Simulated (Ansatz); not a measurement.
System: SnF₄, net charge 0, singlet state. 
Geometry from a B3LYP-D3(BJ)/def2-TZVP (Ansatz, a program for electronic structure) optimisation:
```
Sn
F 1 1.8899
F 1 1.8899 2 109.47
F 1 1.8899 2 109.47 3 -120.00
F 1 1.8899 2 109.47 3 120.00
```
Charge 0, spin multiplicity 1.

Total electronic energies in hartree. Cores are frozen in the correlated levels unless marked. Spin-orbit coupling is left out. The frozen core is the preceding noble-gas configuration, with the filled d and f shells of earlier blocks. Past Kr the def2 sets carry scalar-relativistic core potentials. STO-3G rows are all-electron and non-relativistic. CBS(X,Y): correlation extrapolated as X^-3; Hartree-Fock from the larger set.

```csv
level,program,energy (Eh)
HF/def2-QZVPPD,Ansatz,-611.42690
RI-HF/def2-QZVPP,Ansatz,-611.42643
PBE-D4/def2-TZVPD,Ansatz + dftd4,[?]
BLYP-D4/def2-TZVPD,Ansatz + dftd4,-613.91469
PBE0/STO-3G,Ansatz,[?]
B2GP-PLYP-D4/def2-TZVPD,Ansatz + dftd4,-613.37630
B2PLYP-D3(BJ)/def2-TZVPD,Ansatz + dftd3,[?]
MP2/def2-SVPD,Ansatz,-611.78894
MP2/def2-TZVPPD,Ansatz,-612.53463
MP2/def2-QZVPP,Ansatz,-612.65458
RI-MP2/def2-QZVPPD,Ansatz,-612.65601
SCS-MP2/def2-TZVPPD,Ansatz,-612.50058
CCSD/def2-QZVPP,Ansatz,-612.63560
CCSD/def2-QZVPPD,Ansatz,-612.63734
"CCSD(T)/CBS(def2-TZVPPD,def2-QZVPPD)",Ansatz,-612.7494
```

**Question.** What belongs in the gaps?

**Answer.** 
- PBE-D4/def2-TZVPD, energy (Eh): -613.60780
- PBE0/STO-3G, energy (Eh): -6358.30604
- B2PLYP-D3(BJ)/def2-TZVPD, energy (Eh): -613.50998
